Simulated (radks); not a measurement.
Values are calculated unless marked as measured or tabulated.
Problem. The praseodymium ion Pr14+, 45 electrons, occupied as [Kr] 4d9 (the NIST ground configuration). Code: a radial shooting solver on a logarithmic mesh with Libxc functionals. Model: scalar-relativistic Kohn-Sham, SCAN, spin-polarised, spherical densities, finite nucleus; open shells are filled with parallel spins first (spin-orbit coupling, left out, can overturn this in heavy ions); meta-GGA in the generalised Kohn-Sham scheme; Fermi nuclear charge, rms radius 4.8919 fm. Some entries of the table are withheld. Estimate them.

orbital  occ.  eigenvalue (Ry)  <r^2> (bohr^2)  <r> (bohr)
1s up       1        -3098.648       0.0007898     0.02410
1s down     1        -3098.646       0.0007898     0.02409
2s up       1        -517.1655         0.01252      0.1030
2s down     1        -517.1316         0.01252      0.1030
2p up       3        -464.6107         0.01001     0.09054
2p down     3        -464.5795         0.01001     0.09054
3s up       1        -128.1328         0.08421      0.2715
3s down     1        -128.1142         0.08419      0.2715
3p up       3        -111.3527         0.08432      0.2697
3p down     3        -111.3299         0.08429      0.2697
3d up       5        -87.87642         0.07186      0.2470
3d down     5        -87.83900         0.07184      0.2470
4s up       1        -41.02098             (1)      0.6091
4s down     1        -40.88000             (2)      0.6092
4p up       3        -35.35192          0.4605      0.6381
4p down     3        -35.21309          0.4610      0.6384
4d up       5        -27.16980          0.5282      0.6788
4d down     4        -27.03480          0.5292      0.6794

Solution. 
(1) 4s up <r^2> (bohr^2): 0.4170
(2) 4s down <r^2> (bohr^2): 0.4173
